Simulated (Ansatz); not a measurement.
Gas-phase electronic energies from Ansatz, PBE0-D4/def2-TZVP geometries. CCSD(T)/CBS is the MP2 limit (def2-TZVPP, def2-QZVPP) plus CCSD(T) − MP2 in def2-TZVPP, frozen cores. This one scheme is used for every species. DFT in def2-TZVPP. B3LYP here is the variant with VWN-RPA as its local correlation; programs differ in this. One conformer a species, not always the lowest.

Consider the ligand exchange at the Si–F bond: `F[SiH]([SiH3])Cl` + `CNC` → `CN(C)[SiH]([SiH3])Cl` + H–F.

`F[SiH]([SiH3])Cl`:

```xyz
8

F    -1.468    0.999   -1.389
Si   -0.054    0.916   -0.650
Si   -0.025   -0.915    0.805
Cl    1.390    0.655   -2.080
H     0.186    2.234   -0.017
H    -1.085   -0.764    1.836
H     1.305   -0.965    1.466
H    -0.249   -2.160    0.028
```

`CNC`:

Cartesian coordinates in Å:
```
C -0.144 -0.600 -1.039
N 0.705 0.055 -0.071
C -0.044 0.716 0.972
H 0.466 -1.131 -1.772
H -0.728 0.152 -1.579
H -0.859 -1.316 -0.598
H 1.341 -0.617 0.337
H -0.622 1.539 0.540
H 0.640 1.145 1.708
H -0.754 0.058 1.502
```

`CN(C)[SiH]([SiH3])Cl`:

Z-matrix (Å, degrees):
```
C
N 1 1.444
H 1 1.096 2 110.4
H 1 1.092 2 110.8 3 119.4
H 1 1.099 2 112.1 3 -120.3
C 2 1.446 1 113.3 3 59.5
Si 2 1.703 1 122.2 3 -140.8
H 6 1.091 2 110.5 1 -178.3
H 6 1.099 2 112.1 1 61.2
H 6 1.096 2 110.3 1 -59.0
Si 7 2.338 2 111.7 1 40.7
Cl 7 2.090 2 113.9 1 -78.5
H 7 1.483 2 107.0 1 166.2
H 11 1.488 7 111.0 2 54.2
H 11 1.488 7 110.3 2 -66.4
H 11 1.487 7 108.8 2 174.3
```

H–F:

```xyz
2

F     0.193    0.397   -0.131
H    -0.193   -0.397    0.131
```

```
       level  ΔE (kcal/mol)
     PBE0-D4           15.0
    B3LYP-D4           16.4
     ωB97M-V           16.8
HF/CBS(def2)           23.9
```

Problem. What does CCSD(T)/CBS give? (An estimate is asked.)

Solution. Computed: +15.4 kcal/mol. The listed levels differ from it by -0.4, 1.0, 1.4, 8.5 kcal/mol.

Largest T1 diagnostic among the species: 0.012.

In def2-TZVPP, CCSD(T) changes the Hartree–Fock value by −8.1 kcal/mol (the triples alone add −1.3 kcal/mol) and MP2 by −9.5 kcal/mol. Leaving LDA and LC-ωPBE aside and taking each functional with its dispersion term where it has one, the values, not all of them listed here, spread over 5.7 kcal/mol, from revPBE-D4 to B97M-V. LDA lies −3.9 kcal/mol from PBE without D4. The D4 term adds −4.7 kcal/mol with B3LYP and −2.8 kcal/mol with PBE0; it sums over pairs of atoms, weighted by their polarisabilities, and B3LYP, whose exchange is more repulsive, gets the larger term.
